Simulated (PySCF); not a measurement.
CH8Si2, SMILES C([SiH3])[SiH3]. Atoms are numbered in the order given.

```xyz
11

Si     1.4664     0.6553    -0.0051
C      0.2537    -0.7934    -0.1379
Si    -1.5712    -0.3275     0.0624
H      2.8874     0.1857    -0.1741
H      1.1733     1.6795    -1.0687
H      1.3408     1.3190     1.3403
H      0.5151    -1.5491     0.6340
H      0.3902    -1.2827    -1.1264
H     -1.9743     0.6672    -0.9933
H     -1.8053     0.2935     1.4136
H     -2.4541    -1.5410    -0.0641
```

Geometry: PBE-D3(BJ)/def2-SVP.

All values below come from B3LYP/pcSseg-1 in PySCF.

GIAO shieldings, no solvent; atoms alike by connectivity are averaged. δ = σ(ref) − σ: ²⁹Si against TMS (σ = 338.7 ppm); ¹³C against TMS (σ = 181.3 ppm); ¹H against TMS (σ = 31.68 ppm), references at their B3LYP-D3(BJ)/def2-TZVP geometries, non-relativistic.

| atoms | nucleus | count | δ (ppm) |
|---|---|---|---|
| Si1, Si3 | ²⁹Si | 2 | -64.7 |
| C2 | ¹³C | 1 | … |
| H4, H5, H6, H9, H10, H11 | ¹H | 6 | … |
| H7, H8 | ¹H | 2 | 0.33 |

### Question
Fill in the missing entries. (Estimate from the structure and the level; the computed values follow.)

### Answer

- H4, H5, H6, H9, H10, H11, δ (ppm): 4.37
- C2, δ (ppm): -11.1
